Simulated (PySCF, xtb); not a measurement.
Cl2HSi, SMILES Cl[SiH]Cl, multiplicity 2. Atoms are numbered in the order given.

```xyz
4

Cl    -0.0242     0.3766    -1.6844
Si     0.1310    -0.7905     0.0000
Cl    -0.0242     0.3766     1.6844
H     -1.0116    -1.7387     0.0000
```
Charge 0, spin multiplicity 2.

The structure is a stationary point at TPSSh-D3(BJ)/def2-TZVP. The isomer is the one that the SMILES or the coordinates give; other isomers of the formula were not compared.

Computed with IEF-PCM-M06-2X/def2-SVP run with PySCF.

The values are the electrostatic part of the solvation free energy, E(continuum) − E(gas) at the gas-phase geometry, in a cavity of scaled van der Waals radii (PySCF's table); cavitation and dispersion terms are not included. The dipole moment in vacuum is 1.38 D.

```
solvent            ε  ΔG(elec) (kcal/mol)  dipole (D)
-------------  -----  -------------------  ----------
water          78.36                 -1.3        1.80
acetonitrile   35.69                 -1.2        1.79
chlorobenzene   5.70                 -1.0        1.69
```

For comparison, GFN2-xTB/ALPB(water) (xtb, at the GFN2-xTB geometry, all terms of that model) gives 0.1 kcal/mol.
